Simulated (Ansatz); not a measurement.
`[NH]=[Ta]([NH2])([F])[Cl]` and `[NH]=[Ta]([NH2])([Cl])[Cl]` differ in one atom or group.

Ansatz, PBE0-D4/def2-TZVP geometries, multiplicity 1. Each molecule was computed in one conformer, which needn't be the lowest.

Elements past krypton have def2 core potentials.

| property | `[NH]=[Ta]([NH2])([F])[Cl]` |
| --- | --- |
| size of the dipole moment (PBE/def2-TZVPP) / D | 2.59 |
| size of the dipole moment (B3LYP/def2-TZVPP) / D | 2.60 |
| HOMO energy (PBE/def2-TZVPP) / eV | -6.68 |
| HOMO–LUMO gap (PBE/def2-TZVPP) / eV | 4.75 |
| HOMO–LUMO gap (PBE0/def2-TZVPP) / eV | 6.97 |
| size of the dipole moment (ωB97M-V/def2-TZVPP) / D | 2.57 |

(1) What does the change do to each property? (Best estimate.)

Results:

(1) Ansatz gave: 
```
                                          property  `[NH]=[Ta]([NH2])([Cl])[Cl]`  shift
    size of the dipole moment (PBE/def2-TZVPP) / D                          2.76   0.17
  size of the dipole moment (B3LYP/def2-TZVPP) / D                          2.74   0.14
                 HOMO energy (PBE/def2-TZVPP) / eV                         -6.75  -0.07
               HOMO–LUMO gap (PBE/def2-TZVPP) / eV                          4.43  -0.32
              HOMO–LUMO gap (PBE0/def2-TZVPP) / eV                          6.57  -0.40
size of the dipole moment (ωB97M-V/def2-TZVPP) / D                          2.72   0.15
```

Dipoles are sizes alone; their direction can turn.

Positive LUMOs are unbound, so they and the gaps depend on the basis.

B3LYP here is the variant with VWN-RPA as its local correlation; programs differ in this.
